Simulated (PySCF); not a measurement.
## Rb (rubidium, neutral): UHF calculation

Configuration: [Kr] 5s1, 2S determinant. Computed with PySCF 2.14 in aug-cc-pwCVTZ-X2C (10s9p7d3f, 93 functions), with scalar relativity by spin-free X2C-1e.

```
Total energy                        : -2979.151197 hartree
One-electron energy                 : -4131.7996 hartree
Hartree (Coulomb) energy            : 1252.4013 hartree
Exchange energy                     : -99.7528 hartree
⟨S²⟩                                : 0.7504
⟨L²⟩                                : 0.000
Sum of ⟨r⟩                          : 29.55 bohr
Sum of ⟨r²⟩                         : 66.72 bohr²
Langevin diamagnetic susceptibility : -52.8 ×10⁻⁶ cm³/mol
```

```
shell  electrons  mean orbital energy (hartree)  rms radius, mean of both spins (bohr)
 1s α          1                     -561.78484                                 0.0464
 1s β          1                     -561.78434                                 0.0464
 2s α          1                      -77.46834                                  0.192
 2s β          1                      -77.46760                                  0.192
 2p α          3                      -68.48229                                  0.171
 2p β          3                      -68.48213                                  0.171
 3s α          1                      -12.55601                                  0.543
 3s β          1                      -12.55454                                  0.543
 3p α          3                       -9.57878                                  0.557
 3p β          3                       -9.57839                                  0.557
 3d α          5                       -4.64047                                  0.577
 3d β          5                       -4.64018                                  0.577
 4s α          1                       -1.56778                                   1.57
 4s β          1                       -1.56372                                   1.57
 4p α          3                       -0.80865                                   1.86
 4p β          3                       -0.80712                                   1.86
 5s α          1                       -0.14029                                   5.92
```

Densities and radii are taken from the X2C orbitals without a picture-change correction, which distorts them close to the nucleus.

Spin-orbit constants ζ (cm⁻¹) from the X2C one-electron operator on these orbitals: bare nucleus, nucleus screened by l(l+1)(2l+1)/3 electrons, and screened by the Breit-Pauli mean field of the electrons.

```tsv
shell	bare	screened nucleus	mean field
2p	334700	316600	n/a
3p	50560	47830	n/a
3d	6571	4795	n/a
4p	4421	4182	n/a
```
